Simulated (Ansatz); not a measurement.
Born–Oppenheimer molecular dynamics of CH$_{5}$In (7 atoms, charge 0, multiplicity 1). It starts from a rough guess of a transition structure, not a stationary point.

Level of theory: Ansatz 0.2.0, UKS B3LYP-D4/def2-SVP.

```yaml
ensemble: NVE (velocity Verlet)
time_step: 0.5 fs
steps_asked: 150
starting_velocities_drawn_for: 300 K
seed: 211280
```

First frame:

```xyz
7
Properties=species:S:1:pos:R:3
In -1.528 -1.018 0.180
H 0.284 -0.789 -1.191
H -0.227 -1.479 -1.642
C 0.177 0.577 0.561
H -0.080 0.967 1.558
H 1.233 0.291 0.635
H 0.141 1.452 -0.101
```

Question: How far do the bonds stretch over the last three quarters of this one trajectory? (Pairs bonded in most of those frames.)

Answer: 
| bond | mean (Å) | spread (Å) | shortest | longest |
| --- | --- | --- | --- | --- |
| In1–C4 | 2.260 | 0.035 | 2.22 | 2.33 |
| H2–H3 | 0.795 | 0.101 | 0.64 | 0.93 |
| C4–H5 | 1.113 | 0.034 | 1.06 | 1.16 |
| C4–H6 | 1.106 | 0.008 | 1.09 | 1.12 |
| C4–H7 | 1.105 | 0.011 | 1.08 | 1.13 |

Pairs bonded in part of these frames only: H2–H3 75 %.

Mean temperature of the second half: 870 K. The conserved energy stayed within 1.9 meV per atom of its start (net change -1.7 meV per atom), so the integration is sound. The kinetic energy rose, since the run started high on the potential surface and went downhill. It ends in pieces (CH3In + H2), so much of that is their flight and rotation, not heat. A run of 0.075 ps of so small a system gives no equilibrium averages. The orbitals were unrestricted but ended closed-shell.

Run time: 5.8 min on 1 thread of Arm Neoverse V2 (shared host), peak memory 0.16 GiB.
